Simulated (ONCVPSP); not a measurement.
## Logarithmic derivatives: Ge, ONCV

germanium (Ge), optimised norm-conserving Vanderbilt (ONCV), made with ONCVPSP 4.0.1 (PBE, fully relativistic). Core [Ar] 3d10, reference 4s1.75 4p2.25. Waves: 4s: rc 1.45 bohr, ncon 4, nbas 9, qcut 4.2 1/bohr, 2 projectors, debl 1.7 Ha; 4p: rc 1.95 bohr, ncon 3, nbas 6, qcut 5 1/bohr, 2 projectors, debl 1.9 Ha; d scattering state at 0.08 Ha: rc 2.05 bohr, ncon 3, nbas 7, qcut 4.5 1/bohr, 1 projector. Local part: polynomial inside 1.10 bohr (lpopt 5, dvloc0 0 Ha). Core correction: Teter function fitted to the true core (icmod 2), fcfact 0.65.

Open shells are filled in proportion to 2j + 1.

The phase is arctan(r·R′/R) of the radial function R(r), unwrapped; energies in Ha, scanned from -2 to 5 Ha. A pole is an energy at which the radial function vanishes at the test radius. The pseudo phase is shifted by a multiple of π to meet the all-electron one at the reference energy, and phase errors are pseudo minus all-electron; the curves can meet again beyond the range given. Levels narrower than the energy grid can be missing from the lists of poles.

```
channel  radius (bohr)  reference energy (Ha)  poles, all-electron  poles, pseudo  unbroken range about the reference energy with phases within 0.05 rad  phase error 1 Ha above the reference energy (rad)
      s           1.48                  -0.44                 4.36           4.49                                                        the whole range                                             -0.001
   p3/2           1.98                  -0.15                 1.86           1.86                                                              below 3.6                                             -0.000
   p1/2           1.98                  -0.15                 1.80           1.80                                                              below 3.6                                             -0.000
   d5/2           2.08                   0.08          -1.04, 2.80           1.58                                                            -0.6 to 0.4                                             -0.243
   d3/2           2.08                   0.08          -1.06, 2.78           1.60                                                            -0.6 to 0.4                                             -0.228
```

Note: no bound ghost flagged; GHOST(+) flagged for s at 29.5 eV, p3/2 at 141.3 eV, p1/2 at 144.3 eV.

Phases in the d3/2 channel:

```json
{"E (Ha)": "-1.98", "all-electron": "1.246", "pseudo": "-1.850"}
{"E (Ha)": "-1.80", "all-electron": "1.219", "pseudo": "-1.864"}
{"E (Ha)": "-1.62", "all-electron": "1.179", "pseudo": "-1.879"}
{"E (Ha)": "-1.44", "all-electron": "1.109", "pseudo": "-1.897"}
{"E (Ha)": "-1.26", "all-electron": "0.864", "pseudo": "-1.919"}
{"E (Ha)": "-1.08", "all-electron": "-1.508", "pseudo": "-1.944"}
{"E (Ha)": "-0.90", "all-electron": "-1.840", "pseudo": "-1.974"}
{"E (Ha)": "-0.72", "all-electron": "-1.940", "pseudo": "-2.012"}
{"E (Ha)": "-0.54", "all-electron": "-2.017", "pseudo": "-2.061"}
{"E (Ha)": "-0.36", "all-electron": "-2.101", "pseudo": "-2.126"}
{"E (Ha)": "-0.18", "all-electron": "-2.206", "pseudo": "-2.217"}
{"E (Ha)": "0.00", "all-electron": "-2.350", "pseudo": "-2.352"}
{"E (Ha)": "0.18", "all-electron": "-2.560", "pseudo": "-2.564"}
{"E (Ha)": "0.36", "all-electron": "-2.868", "pseudo": "-2.909"}
{"E (Ha)": "0.54", "all-electron": "-3.266", "pseudo": "-3.395"}
{"E (Ha)": "0.72", "all-electron": "-3.661", "pseudo": "-3.865"}
{"E (Ha)": "0.90", "all-electron": "-3.962", "pseudo": "-4.189"}
{"E (Ha)": "1.08", "all-electron": "-4.166", "pseudo": "-4.394"}
{"E (Ha)": "1.26", "all-electron": "-4.304", "pseudo": "-4.532"}
{"E (Ha)": "1.44", "all-electron": "-4.402", "pseudo": "-4.636"}
{"E (Ha)": "1.62", "all-electron": "-4.474", "pseudo": "-4.723"}
{"E (Ha)": "1.80", "all-electron": "-4.530", "pseudo": "-4.805"}
{"E (Ha)": "1.98", "all-electron": "-4.575", "pseudo": "-4.894"}
{"E (Ha)": "2.16", "all-electron": "-4.613", "pseudo": "-5.004"}
{"E (Ha)": "2.34", "all-electron": "-4.645", "pseudo": "-5.162"}
{"E (Ha)": "2.52", "all-electron": "-4.674", "pseudo": "-5.429"}
{"E (Ha)": "2.70", "all-electron": "-4.701", "pseudo": "-5.918"}
{"E (Ha)": "2.88", "all-electron": "-4.726", "pseudo": "-6.585"}
{"E (Ha)": "3.06", "all-electron": "-4.751", "pseudo": "-7.057"}
{"E (Ha)": "3.24", "all-electron": "-4.776", "pseudo": "-7.308"}
{"E (Ha)": "3.42", "all-electron": "-4.802", "pseudo": "-7.451"}
{"E (Ha)": "3.60", "all-electron": "-4.830", "pseudo": "-7.541"}
{"E (Ha)": "3.78", "all-electron": "-4.863", "pseudo": "-7.604"}
{"E (Ha)": "3.96", "all-electron": "-4.901", "pseudo": "-7.650"}
{"E (Ha)": "4.14", "all-electron": "-4.949", "pseudo": "-7.687"}
{"E (Ha)": "4.32", "all-electron": "-5.013", "pseudo": "-7.716"}
{"E (Ha)": "4.50", "all-electron": "-5.104", "pseudo": "-7.741"}
{"E (Ha)": "4.68", "all-electron": "-5.248", "pseudo": "-7.762"}
{"E (Ha)": "4.86", "all-electron": "-5.498", "pseudo": "-7.780"}
```
